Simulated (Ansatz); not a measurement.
One geometry of BiH2F, several levels of theory.

```yaml
crystal:
  periodic: [false, false, false]
  atoms:
    - {symbol: Bi, position_ang: [0.008615, 0.029031, 0.784569]}
    - {symbol: H, position_ang: [1.524423, 0.055718, -0.219183]}
    - {symbol: H, position_ang: [-0.660835, 1.370681, -0.243876]}
    - {symbol: F, position_ang: [-0.872203, -1.455430, -0.321509]}
basis:
  gaussian: {orbitals: def2-TZVPD, initial_orbitals: start.molden}
hamiltonian: {xc: r2scan, dispersion: d4}
scf: {omitted_lower_state_checks: [starts]}
output: {orbitals: {seedname: orbitals}}
```

The file start.molden holds the orbitals of an earlier run on this structure, at another level or in another basis.

```sh
$ ansatz run in.yaml --threads 2 --pin off --events-out ev --progress --plain --max-ram 4352MiB
```

Output, abridged:

```
Functional definition: r2SCAN
672 factors; their error is unknown
mean field evaluation 1: about -8592.8103 eV, gradient 5.7e0 eV
mean field evaluation 2: about -8592.8893 eV, gradient 1.6e-1 eV
mean field evaluation 4: about -8592.8811 eV, gradient 2.5e-4 eV
mean field -8592.88113426 eV, -315.7825572201 hartree, gradient 2.4e-5 eV, S^2 0.000000; 0 other end points of the search recorded, 0 dependent functions left out
reference -8592.88114862 eV, -315.7825577479 hartree; 17, 17 occupied and 97, 97 virtual orbitals, 672 factors
Total energy: -8592.89210312 eV, -315.7829603183 hartree
Checks for a lower state left out: starts
```

It took 2.1 s on 2 threads of Arm Neoverse V1 on a shared host.

First input, but with `correlation: {method: ccsd_t}` and without the key `hamiltonian` (abridged; 11 s):

```
Functional definition: HF
mean field -8549.61477887 eV, -314.1925479864 hartree, gradient 3.0e-6 eV, S^2 0.000000
5 core orbitals not correlated: weight in the atoms' cores, before any rotation towards them, 1.000 or more for the frozen orbitals, at most 0.000 for the correlated occupied ones
second order -18.97925311 eV of doubles, -0.00000000 eV of singles
cycle   1  -17.91150371 eV  change     1.1e0 eV  update   1.2e-1
cycle   2  -18.40564712 eV  change   -4.9e-1 eV  update   4.4e-2
cycle   3  -18.54779684 eV  change   -1.4e-1 eV  update   2.3e-2
cycle   4  -18.53062912 eV  change    1.7e-2 eV  update   6.9e-3
cycle   5  -18.52158060 eV  change    9.0e-3 eV  update   2.5e-3
cycle   6  -18.52321708 eV  change   -1.6e-3 eV  update   1.0e-3
cycle   7  -18.52376093 eV  change   -5.4e-4 eV  update   3.9e-4
cycle   8  -18.52344045 eV  change    3.2e-4 eV  update   1.6e-4
cycle   9  -18.52339409 eV  change    4.6e-5 eV  update   7.3e-5
cycle  10  -18.52351376 eV  change   -1.2e-4 eV  update   3.3e-5
cycle  11  -18.52345115 eV  change    6.3e-5 eV  update   1.5e-5
cycle  12  -18.52344961 eV  change    1.5e-6 eV  update   7.1e-6
perturbative correction -0.51138707 eV, -0.0187931283 hartree
Total energy: -8568.64961555 eV, -314.8920653322 hartree
Checks for a lower state left out: starts
```

The first input with `gaussian: {orbitals: def2-TZVP, initial_orbitals: start.molden}`, `hamiltonian: {xc: pbe0, dispersion: d4}` and without the key `scf` (abridged; 1.3 s):

```
Functional definition: PBE0
mean field evaluation 16: about -8588.5531 eV, gradient 2.4e-1 eV
mean field -8588.55313014 eV, -315.6235060023 hartree, gradient 1.7e-5 eV, S^2 0.000000; 1 other end points of the search recorded, 0 dependent functions left out
Total energy: -8588.59651102 eV, -315.6251002202 hartree
```

The first input with `gaussian: {orbitals: def2-TZVP, initial_orbitals: start.molden}`, `hamiltonian: {xc: hf}` (abridged; 0.4 s):

```
Functional definition: HF
mean field -8549.56859098 eV, -314.1908506128 hartree, gradient 9.8e-6 eV, S^2 0.000000
Total energy: -8549.56859098 eV, -314.1908506128 hartree
Checks for a lower state left out: starts
```

First input, but with `gaussian: {orbitals: def2-SVP, initial_orbitals: start.molden}`, `hamiltonian: {xc: pbe0, dispersion: d4}` (abridged; 0.65 s):

```
Functional definition: PBE0
mean field -8584.60981006 eV, -315.4785916623 hartree, gradient 2.2e-5 eV, S^2 0.000000
Total energy: -8584.65318630 eV, -315.4801857095 hartree
Checks for a lower state left out: starts
```

As the first input, with `gaussian: {orbitals: def2-TZVP, initial_orbitals: start.molden}`, `correlation: {method: mp2}` and without the key `hamiltonian` (abridged; 0.75 s):

```
Functional definition: HF
mean field -8549.56889930 eV, -314.1908619432 hartree, gradient 1.9e-6 eV, S^2 0.000000
5 core orbitals not correlated: weight in the atoms' cores, before any rotation towards them, 1.000 or more for the frozen orbitals, at most 0.000 for the correlated occupied ones
second order -18.78718233 eV of doubles, -0.00000000 eV of singles
Total energy: -8568.35608163 eV, -314.8812781595 hartree
Checks for a lower state left out: starts
```

First input, but with `gaussian: {orbitals: def2-TZVPP, initial_orbitals: start.molden}`, `correlation: {method: ccsd_t}` and without the key `hamiltonian` (abridged; 9 s):

```
Functional definition: HF
mean field -8549.58201611 eV, -314.1913439772 hartree, gradient 2.0e-6 eV, S^2 0.000000
5 core orbitals not correlated: weight in the atoms' cores, before any rotation towards them, 1.000 or more for the frozen orbitals, at most 0.000 for the correlated occupied ones
second order -19.00543495 eV of doubles, -0.00000000 eV of singles
cycle   1  -17.95207555 eV  change     1.1e0 eV  update   1.1e-1
cycle   2  -18.43487156 eV  change   -4.8e-1 eV  update   4.1e-2
cycle   3  -18.56990099 eV  change   -1.4e-1 eV  update   2.2e-2
cycle   4  -18.55245369 eV  change    1.7e-2 eV  update   6.6e-3
cycle   5  -18.54424341 eV  change    8.2e-3 eV  update   2.5e-3
cycle   6  -18.54614274 eV  change   -1.9e-3 eV  update   9.5e-4
cycle   7  -18.54657162 eV  change   -4.3e-4 eV  update   3.4e-4
cycle   8  -18.54623172 eV  change    3.4e-4 eV  update   1.3e-4
cycle   9  -18.54624281 eV  change   -1.1e-5 eV  update   5.3e-5
cycle  10  -18.54631256 eV  change   -7.0e-5 eV  update   2.4e-5
cycle  11  -18.54626872 eV  change    4.4e-5 eV  update   1.1e-5
cycle  12  -18.54628141 eV  change   -1.3e-5 eV  update   5.3e-6
perturbative correction -0.49191957 eV, -0.0180777108 hartree
Total energy: -8568.62021708 eV, -314.8909849585 hartree
Checks for a lower state left out: starts
```

Geometry: PBE-D4/def2-TZVP.

In the def2 sets Bi takes a core potential; there is no spin–orbit coupling. Correlated methods freeze 5 core orbitals; core or outer-core shells of Bi are correlated, in sets that lack core-valence functions.
